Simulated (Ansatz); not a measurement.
Ideal-gas functions of `[CH3][Ta](=[NH])([Cl])[Cl]` at 298.15 K and 1 bar, from an Ansatz frequency run at PBE0-D4/def2-TZVP.

Molar mass 281.9 g/mol, point group Cs (symmetry number 1), electronic degeneracy 1, moments of inertia 220.21, 351.237, 419.859 u Å². Harmonic wavenumbers (cm⁻¹, unscaled): 94, 125, 125, 143, 201, 217, 385, 398, 536, 540, 551, 577, 661, 1015, 1198, 1408, 1415, 3024, 3114, 3124, 3677.

Use S(trans) = R[1.5 ln M + 2.5 ln T − 1.1517]; rotational temperatures θ = 24.2544 K / I; S(rot) = R[ln(√π/σ · √(T³/θAθBθC)) + 1.5]; for each mode x = 1.438777 ν̃/T, S = R[x/(eˣ − 1) − ln(1 − e⁻ˣ)] and H = RT x/(eˣ − 1); 1 cm⁻¹ = 0.0119627 kJ/mol; R = 8.31446 J/(mol·K).

Task: By hand: the entropy, in J/(mol·K).

Result: Translation 179.2. Rotation: θ = 0.1101, 0.0691, 0.0578 K, giving 120.4. Vibration, mode by mode: 14.96, 12.64, 12.64, 11.56, 8.89, 8.30, 4.27, 4.06, 2.40, 2.37, 2.27, 2.05, 1.49, 0.37, 0.17, 0.07, 0.07, 0.00, 0.00, 0.00, 0.00, in all 88.6. Electronic 0.0. Sum 388.2 J/(mol·K).

Task: By hand: H − E and G − E in kJ/mol, counted from the electronic energy.

Result: Zero-point energy ½ × 22528 × 0.0119627 = 134.7; thermal vibration 14.3; translation, rotation and pV give 4 RT = 9.9. H − E = 158.9 kJ/mol, and G − E = 158.9 − 298.15 × 388.2/1000 = 43.2 kJ/mol.

Vibration gives 23 % of the entropy, 51.8 J/(mol·K) of it from the modes under 150 cm⁻¹: soft modes count most, and the harmonic formula is weakest for them. The sum counts one conformer and one mirror image; others add a mixing term.
